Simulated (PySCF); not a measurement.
## Bonding in `C#CC[Si@@H](Cl)/C(F)=C/[SiH3]`

Species: C5H8ClFSi2.
SMILES with atom numbers: `[CH:1]#[C:2][CH2:3][Si@@H:4]([Cl:5])/[C:6]([F:7])=[CH:8]/[SiH3:9]` (hydrogens: H10 on C1; H11, H12 on C3; H13 on Si4; H14 on C8; H15, H16, H17 on Si9)

Geometry (GFN2-xTB, Å), atoms numbered from 1 in this order:
```
atom  x, y, z in Å
C1     4.3541    0.9132   -0.3863
C2     3.1685    1.0227   -0.2656
C3     1.7348    1.1216   -0.1275
Si4    0.8712   -0.5014   -0.6653
Cl5    1.4953   -1.9957    0.5432
C6    -1.0056   -0.2777   -0.4405
F7    -1.7158   -0.5310   -1.5783
C8    -1.6752    0.0837    0.6472
Si9   -3.5517    0.2701    0.7429
H10    5.3953    0.8377   -0.4842
H11    1.4984    1.3460    0.9163
H12    1.3791    1.9607   -0.7291
H13    1.1466   -0.8308   -2.0598
H14   -1.0805    0.2708    1.5293
H15   -3.8264    1.2003    1.8418
H16   -4.0507    0.8102   -0.5193
H17   -4.1444   -1.0389    1.0253
```

Bond orders from the PBE0/pcSseg-1 density (PySCF). Geometry: GFN2-xTB, one conformer, isolated molecule.

Task: Where do the orders between heavy atoms depart from those drawn in the SMILES?

Result: The largest departure is 0.455, at C1–C2 (drawn triple, 2.545). Drawn single, order below 0.88: Si4–C6 (0.840) and C8–Si9 (0.859). Drawn double or triple, more than 0.30 short of the drawn order: C1–C2 (2.545).

Task: Set the Mayer orders of the bonds between heavy atoms beside their lengths.

Result: 
```json
{"bond": "C1–C2", "drawn as": "triple", "length (Å)": "1.197", "Mayer order": "2.545"}
{"bond": "C2–C3", "drawn as": "single", "length (Å)": "1.444", "Mayer order": "1.097"}
{"bond": "C3–Si4", "drawn as": "single", "length (Å)": "1.915", "Mayer order": "0.885"}
{"bond": "Si4–Cl5", "drawn as": "single", "length (Å)": "2.021", "Mayer order": "1.036"}
{"bond": "Si4–C6", "drawn as": "single", "length (Å)": "1.903", "Mayer order": "0.840"}
{"bond": "C6–F7", "drawn as": "single", "length (Å)": "1.365", "Mayer order": "0.885"}
{"bond": "C6–C8", "drawn as": "double", "length (Å)": "1.327", "Mayer order": "1.832"}
{"bond": "C8–Si9", "drawn as": "single", "length (Å)": "1.888", "Mayer order": "0.859"}
```

Bonds between the same two heavy elements. C–C: lowest C2–C3 (1.097, 1.444 Å), highest C1–C2 (2.545, 1.197 Å). C–Si: lowest Si4–C6 (0.840, 1.903 Å), highest C3–Si4 (0.885, 1.915 Å); in 2 of the 3 pairs the longer bond (by over 0.003 Å) has the higher order (by 0.02 or more).

Task: And the bonds to hydrogen?

Result: C–H: 0.91 to 1.15 (4 bonds); H–Si: 0.94 to 0.95 (4 bonds).

Task: Sum the orders of all bonds at each heavy atom with more than one neighbour and set the sums beside the valence in the SMILES.

Result: C1 3.693 (drawn 4), C2 3.642 (drawn 4), C3 3.798 (drawn 4), Si4 3.698 (drawn 4), C6 3.557 (drawn 4), C8 3.616 (drawn 4), Si9 3.692 (drawn 4). Orders between atoms that aren't bonded are not in these sums.

Mayer orders depend on the basis set.

The run behind these numbers computed NMR shieldings as well. On one thread, Intel Xeon at 2.50 GHz (x86_64), shared host, this took 1.8 min wall and 0.95 GiB of memory at its peak.
